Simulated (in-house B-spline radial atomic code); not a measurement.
A calculation on Kr VIII (Kr7+): its settings, and results tabulated from the run. Computed with a radial B-spline atomic code at the basis-set limit: scalar-relativistic (X2C) PW91, spin-polarised, spherical fractional occupations, Fermi nucleus of rms radius 4.1884 fm.

Command:
```bash
python run_scf.py task.json out
```
Settings (nuclear radius in fm, mass in u):
```
Z                36
configuration    [Ar] 3d10 4s1
hamiltonian      x2c
method           pw91,pw91
spin_polarised   True
nucleus          fermi
rms_radius       4.1884
atomic_mass      83.9115
speed_of_light   137.035999084
```

Output (hartree, bohr):
```
 radial grid: 66 intervals, B-splines of order 8, outer radius 13.5065 bohr

 iter        energy (Eh)    residual
    1       -2755.896865    1.08e+00
    2       -2766.089891    9.45e-01
    3       -2776.060100    1.65e-01
    4       -2776.452660    2.68e-02
    5       -2776.458323    1.46e-02
    6       -2776.461272    3.66e-03
    7       -2776.461444    4.49e-05
    8       -2776.461444    1.52e-06
    9       -2776.461444    6.18e-08

 total energy                     -2776.46144
 kinetic                            2851.3450
 electron-nucleus                  -6584.6192
 Hartree                            1051.0463
 exchange-correlation                -94.2336

 orbital      occ     eigenvalue          <r>       <r^2>       <1/r>       r_max
 1s up      1.000      -524.1150    0.0410548  0.00228193     37.6776     0.02658
 1s down    1.000      -524.1084    0.0410551  0.00228195     37.6773     0.02658
 2s up      1.000       -72.6987     0.183145   0.0396131     8.32314      0.1542
 2s down    1.000       -72.6947     0.183146   0.0396133     8.32294      0.1542
 2p up      3.000       -64.7971     0.159879   0.0312921     8.00408      0.1232
 2p down    3.000       -64.7928     0.159881   0.0312924     8.00398      0.1232
 3s up      1.000       -13.8516     0.528537     0.32097     2.73725      0.4665
 3s down    1.000       -13.8412     0.528127    0.320365      2.7388      0.4665
 3p up      3.000       -11.3273     0.537563    0.337641     2.56394      0.4624
 3p down    3.000       -11.3155     0.536873    0.336616     2.56641      0.4624
 3d up      5.000        -7.1383     0.545432    0.363124     2.29864      0.4092
 3d down    5.000        -7.1238     0.543611    0.360293     2.30374       0.409
 4s up      1.000        -4.3973      1.32765      1.9794     1.02498       1.224
```


One-electron X2C: radii and densities carry no picture-change correction, so inner-shell <1/r> comes out high (for 1s by about 2 % at Z = 33, 5 % at 54, 10 % at 75, 30 % at 118) and <r> low.
